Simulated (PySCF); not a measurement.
Species: C5H7OS2 (charge +1).
Geometry (PBE0-D3(BJ)/def2-SVP, Å), atoms numbered from 1 in this order:
```
atom  x, y, z in Å
C1    -2.8673    0.5155    0.2580
O2    -1.4641    0.5651    0.0930
C3    -0.8402   -0.6627    0.0495
C4     0.6221   -0.3838   -0.0719
S5     1.8292   -1.5493   -0.2074
C6     3.1408   -0.4414   -0.2831
C7     2.8040    0.8691   -0.2161
S8     1.1281    1.2214   -0.0691
H9    -3.3486   -0.0063   -0.5868
H10   -3.2206    1.5527    0.2878
H11   -3.1390    0.0132    1.2024
H12   -1.0141   -1.2689    0.9654
H13   -1.1641   -1.2872   -0.8112
H14    4.1535   -0.8400   -0.3802
H15    3.5122    1.7006   -0.2508
```

Computed, not measured: PySCF, TDDFT CAM-B3LYP/def2-SVPD, vertical, gas phase, core orbitals frozen in the response.

Transition dipole moments from the ground state, in atomic units and in the frame of the coordinates above (overall signs are arbitrary), for the states with f of 0.002 or more among the lowest 3:

| state | E (hartree) | μx | μy | μz |
| --- | --- | --- | --- | --- |
| S1 | 0.1585 | -0.652 | -0.070 | 0.059 |
| S2 | 0.1837 | 0.722 | 0.164 | -0.057 |
| S3 | 0.2108 | 0.134 | -0.670 | -0.035 |

Problem. Work out the oscillator strengths.

Solution. f = (2/3) ΔE |μ|² with ΔE in hartree (27.2114 eV).

| state | \|μ\|² (au) | \|μ\| (D) | f |
| --- | --- | --- | --- |
| S1 | 0.434 | 1.67 | 0.046 |
| S2 | 0.551 | 1.89 | 0.068 |
| S3 | 0.469 | 1.74 | 0.066 |

Problem. Which bond between heavy atoms lies closest to the direction of the S2 transition dipole?

Solution. C3–C4, at 2° from it; next C1–O2 at 11°.

Problem. What angle do the transition dipoles of S1 and S3 make?

Solution. |cos θ| = |μa·μb| / (|μa| |μb|) = 0.09, so θ ≈ 85° (taken between 0 and 90°, since the signs are arbitrary).

One conformer stands for the species.
